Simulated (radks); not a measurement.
Coulomb parameter of the 4d shell of the ruthenium ion Ru2+ in the model configuration [Kr] 4d4 5p2, as a second difference U = [E(n + 0.5) + E(n - 0.5) - 2 E(n)] / (0.5)^2 with all orbitals relaxed. "Bare": the charge of the atom changes with n. "Screened": the 5p shell takes up the change at fixed total charge, which measures U(4d,4d) + U(5p,5p) - 2 U(4d,5p). All-electron calculation, Dirac Kohn-Sham, PBE, spin-unpolarised, spherical densities, point nucleus; open shells are shared between the two j in proportion to 2j + 1. Program: a radial shooting solver on a logarithmic mesh with Libxc functionals.

[
 {"case": "start", "configuration": "[Kr] 4d4 5p2", "E - E(n) (eV)": "0.000"},
 {"case": "bare +0.5", "configuration": "[Kr] 4d4.5 5p2", "E - E(n) (eV)": "-14.999"},
 {"case": "bare -0.5", "configuration": "[Kr] 4d3.5 5p2", "E - E(n) (eV)": "18.281"},
 {"case": "screened +0.5", "configuration": "[Kr] 4d4.5 5p1.5", "E - E(n) (eV)": "-7.726"},
 {"case": "screened -0.5", "configuration": "[Kr] 4d3.5 5p2.5", "E - E(n) (eV)": "8.456"}
]

U(bare) = 13.125 eV, U(screened by 5p) = 2.923 eV.
